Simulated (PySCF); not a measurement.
Delta-SCF ions had no search for a lower state. Excitations are Tamm–Dancoff values on a coarser integration grid. The basis has no diffuse functions, so Rydberg states are missing or too high.

Cartesian coordinates (Å):
SMILES: [SiH]([SiH3])([SiH3])N
```xyz
13

N     -0.0885     1.8078    -0.7255
Si    -0.1520     0.4997     0.4033
Si    -1.7727    -1.0257    -0.3178
Si     1.9487    -0.5282     0.4679
H      0.6658     2.4742    -0.6732
H     -0.9425     2.2594    -1.0124
H     -0.5005     0.8835     1.8110
H     -1.9636    -2.0824     0.7130
H     -3.0805    -0.3447    -0.5372
H     -1.3651    -1.6715    -1.5946
H      3.0186     0.4707     0.7506
H      1.9733    -1.5560     1.5443
H      2.2590    -1.1868    -0.8295
```
Charge 0, spin multiplicity 1.

**Question.** What S1 oscillator strength, S1 excitation (TDA), vertical ionisation energy (Delta-SCF), HOMO, HOMO–LUMO gap, LUMO, S1–T1 gap (TDA) and total energy does PBE0-D3(BJ)/def2-TZVP in PySCF give?

**Answer.** 
```json
{
  "S1 oscillator strength": "0.003",
  "S1 excitation (TDA)": "5.50 eV",
  "vertical ionisation energy (Delta-SCF)": "9.28 eV",
  "HOMO": "-7.38 eV",
  "HOMO–LUMO gap": "6.85 eV",
  "LUMO": "-0.52 eV",
  "S1–T1 gap (TDA)": "0.39 eV",
  "total_energy": "-928.2794 Ha"
}
```
